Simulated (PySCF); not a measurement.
**SnB at r²SCAN**

Computed with r²SCAN; PySCF, scalar-relativistic core potentials, basis sets Sn aug-cc-pVDZ-PP with ECP28, B aug-cc-pVDZ.

For SnB, the state is ⁴Σ⁻ (quartet), unpaired electrons σ ↑, π ↑↑ and the bond length is 2.191 Å. The harmonic wavenumber is 553 cm⁻¹, the force constant is 1.82 mdyn/Å and the rotational constant Be is 0.3484 cm⁻¹. The anharmonicity ωexe is 3.53 cm⁻¹ and the vibration–rotation constant αe is 0.00288 cm⁻¹. The well depth De to Sn + B is 2.93 eV. The dissociation energy D0 is 2.89 eV. The bond order (Mayer) is 1.67 and the dipole moment (positive dipole means Sn(−)B(+)) is -1.27 D.

Spin–orbit coupling is left out, which matters for elements this heavy, above all for dissociation energies. The state was picked by a PBE0 search and need not be the measured ground state.
